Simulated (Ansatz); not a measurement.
One geometry of [closo-1-(OH)B7H6]2- (B₇OH₇²⁻), several levels of theory.

```yaml
crystal:
  periodic: [false, false, false]
  atoms:
    - {symbol: B, position_ang: [-0.671147, -1.292122, 0.309023]}
    - {symbol: B, position_ang: [-0.833966, 0.108686, 1.193887]}
    - {symbol: B, position_ang: [-0.671342, 0.267159, -0.621894]}
    - {symbol: B, position_ang: [1.147240, 0.469459, -0.590178]}
    - {symbol: B, position_ang: [0.285140, 1.199457, 0.633010]}
    - {symbol: B, position_ang: [0.857486, -0.505873, 0.922619]}
    - {symbol: B, position_ang: [0.567159, -1.075476, -0.780388]}
    - {symbol: H, position_ang: [-1.330268, -2.313459, 0.455492]}
    - {symbol: H, position_ang: [-1.640132, 0.298494, 2.095819]}
    - {symbol: O, position_ang: [-1.625470, 0.776456, -1.606801]}
    - {symbol: H, position_ang: [-1.219981, 1.562893, -1.971910]}
    - {symbol: H, position_ang: [2.052318, 0.985464, -1.237714]}
    - {symbol: H, position_ang: [0.446793, 2.344075, 1.041807]}
    - {symbol: H, position_ang: [1.665837, -0.920711, 1.743824]}
    - {symbol: H, position_ang: [0.970343, -1.904513, -1.586606]}
basis:
  gaussian: {orbitals: def2-TZVPD, initial_orbitals: start.molden}
total_charge: -2
hamiltonian: {xc: pbe}
correlation: {method: rpa}
scf: {omitted_lower_state_checks: [starts]}
```

The file start.molden holds the orbitals of an earlier run on this structure, at another level or in another basis.

```sh
$ ansatz run in.yaml --threads 4 --pin off --events-out ev --progress --plain --max-ram 4787MiB
```

Shortened log:

```
Functional definition: PBE
  name "PBE"
  cite "Perdew, Burke & Ernzerhof, Phys. Rev. Lett. 77, 3865 (1996) doi:10.1103/PhysRevLett.77.3865"
  parent pbe
  parameter kappa = 0.804
  parameter beta = 0.06672455060314922
  exchange = pbe_x(kappa = kappa, mu = beta*pi^2/3)
  correlation = pbe_c(beta = beta)
these checks for a lower state are left out or cut short: starts
2364 factors; integrals over basis functions are off by at most 6.6e-4 eV
mean field evaluation 1: about -6888.6461 eV, gradient 9.7e0 eV
mean field evaluation 2: about -6888.7718 eV, gradient 1.4e-1 eV
mean field evaluation 4: about -6888.7678 eV, gradient 4.6e-4 eV
mean field evaluation 8: about -6888.7678 eV, gradient 8.8e-7 eV
mean field -6888.76781152 eV, -253.1575476988 hartree, gradient 9.4e-7 eV, S^2 0.000000; 0 other end points of the search recorded, 0 dependent functions left out
8 core orbitals not correlated: weight in the atoms' cores, before any rotation towards them, 1.000 or more for the frozen orbitals, at most 0.000 for the correlated occupied ones
reference -6848.40559310 eV, -251.6742635305 hartree; 18, 18 occupied and 336, 336 virtual orbitals, 2364 factors
Total energy: -6895.11684714 eV, -253.3908704542 hartree
Checks for a lower state left out: starts
```

It took 34 s on 4 threads of Intel Xeon on a shared host, peak host memory 1.7 GiB.

As the first input, with `correlation: {method: mp2}`, `output: {orbitals: {seedname: orbitals}}` and without the key `hamiltonian` (abridged; 35 s):

```
Functional definition: HF
mean field -6850.00431969 eV, -251.7330156491 hartree, gradient 2.8e-6 eV, S^2 0.000000
8 core orbitals not correlated: weight in the atoms' cores, before any rotation towards them, 1.000 or more for the frozen orbitals, at most 0.000 for the correlated occupied ones
second order -29.09757714 eV of doubles, -0.00000000 eV of singles
Total energy: -6879.10189683 eV, -252.8023318858 hartree
Checks for a lower state left out: starts
```

As the first input, with `hamiltonian: {xc: pbe0, dispersion: d4}`, `output: {orbitals: {seedname: orbitals}}` and without the key `correlation` (abridged; 15 s):

```
Functional definition: PBE0
mean field -6890.08269090 eV, -253.2058686249 hartree, gradient 1.2e-5 eV, S^2 0.000000
Total energy: -6890.53535150 eV, -253.2225035949 hartree
Checks for a lower state left out: starts
```

First input, but with `gaussian: {orbitals: def2-SVPD, initial_orbitals: start.molden}`, `correlation: {method: ccsd_t}`, `output: {orbitals: {seedname: orbitals}}` and without the key `hamiltonian` (abridged; 3.2 min):

```
Functional definition: HF
mean field -6843.04381195 eV, -251.4772217073 hartree, gradient 3.9e-6 eV, S^2 0.000000
8 core orbitals not correlated: weight in the atoms' cores, before any rotation towards them, 1.000 or more for the frozen orbitals, at most 0.000 for the correlated occupied ones
second order -25.27136263 eV of doubles, -0.00000000 eV of singles
cycle   1  -25.43929734 eV  change   -1.7e-1 eV  update   1.3e-1
cycle   2  -26.16166728 eV  change   -7.2e-1 eV  update   3.7e-2
cycle   3  -26.30844836 eV  change   -1.5e-1 eV  update   1.8e-2
cycle   4  -26.30076086 eV  change    7.7e-3 eV  update   4.3e-3
cycle   5  -26.29905640 eV  change    1.7e-3 eV  update   2.3e-3
cycle   6  -26.29959145 eV  change   -5.4e-4 eV  update   7.5e-4
cycle   7  -26.29920107 eV  change    3.9e-4 eV  update   3.4e-4
cycle   8  -26.29905534 eV  change    1.5e-4 eV  update   1.3e-4
cycle   9  -26.29910711 eV  change   -5.2e-5 eV  update   5.4e-5
cycle  10  -26.29915028 eV  change   -4.3e-5 eV  update   2.2e-5
perturbative correction -1.28265956 eV, -0.0471368694 hartree
Total energy: -6870.62562178 eV, -252.4908345232 hartree
Checks for a lower state left out: starts
```

First input, but with `gaussian: {orbitals: def2-SVPD, initial_orbitals: start.molden}`, `hamiltonian: {xc: pbe0, dispersion: d4}`, `output: {orbitals: {seedname: orbitals}}` and without the key `correlation` (abridged; 7.5 s):

```
Functional definition: PBE0
mean field -6883.29821701 eV, -252.9565438080 hartree, gradient 2.4e-5 eV, S^2 0.000000
Total energy: -6883.75087498 eV, -252.9731786815 hartree
Checks for a lower state left out: starts
```

As the first input, with `gaussian: {orbitals: 6-31G}`, `hamiltonian: {xc: {name: B3LYP}, dispersion: d4}`, `output: {orbitals: {seedname: orbitals}}` and without the key `correlation` (abridged; 2.9 s):

```
Functional definition: B3LYP
mean field evaluation 16: about -6893.3523 eV, gradient 2.3e-5 eV
mean field -6893.35231868 eV, -253.3260252294 hartree, gradient 2.3e-5 eV, S^2 0.000000
Total energy: -6894.22065503 eV, -253.3579360019 hartree
Checks for a lower state left out: starts
```

First input, but with `hamiltonian: {xc: r2scan, dispersion: d4}`, `output: {forces: true, orbitals: {seedname: orbitals}}` and without the key `correlation` (abridged; 18 s):

```
Functional definition: r2SCAN
mean field -6894.72341365 eV, -253.3764120401 hartree, gradient 2.0e-5 eV, S^2 0.000000
Total energy: -6894.85353307 eV, -253.3811938409 hartree
Atom 0 force    -0.013130    -0.024884     0.003102 eV/Å
Atom 1 force    -0.010551     0.006366     0.036381 eV/Å
Atom 2 force     0.117906    -0.030561     0.096661 eV/Å
Atom 3 force     0.018037     0.003819    -0.005282 eV/Å
Atom 4 force     0.010336     0.015131     0.015339 eV/Å
Atom 5 force     0.064503    -0.028999     0.062043 eV/Å
Atom 6 force     0.026611    -0.024835    -0.010347 eV/Å
Atom 7 force     0.090602     0.145424    -0.024294 eV/Å
Atom 8 force     0.109815    -0.023985    -0.128967 eV/Å
Atom 9 force    -0.167678    -0.127920    -0.004358 eV/Å
Atom 10 force     0.083091     0.142910    -0.058808 eV/Å
Atom 11 force    -0.124468    -0.071595     0.086343 eV/Å
Atom 12 force    -0.023789    -0.156341    -0.056152 eV/Å
Atom 13 force    -0.123468     0.058299    -0.121411 eV/Å
Atom 14 force    -0.057817     0.117172     0.109750 eV/Å
Dipole moment:    -0.345643     0.441330    -0.557697 e Å
Checks for a lower state left out: starts
```

Geometry: PBE0-D4/def2-SVPD.

B3LYP takes the VWN-RPA correlation. Correlated methods freeze 8 core orbitals. A multiply charged anion in the gas phase is held together partly by the finite basis. At MP2/def2-TZVPD, PBE0-D4/def2-TZVPD, CCSD(T)/def2-SVPD, PBE0-D4/def2-SVPD and others the highest occupied level of the charge -2 singlet lies above zero (up to 3.61 eV). The electron is either unbound and held by the finite basis, or the level is raised by self-interaction error.
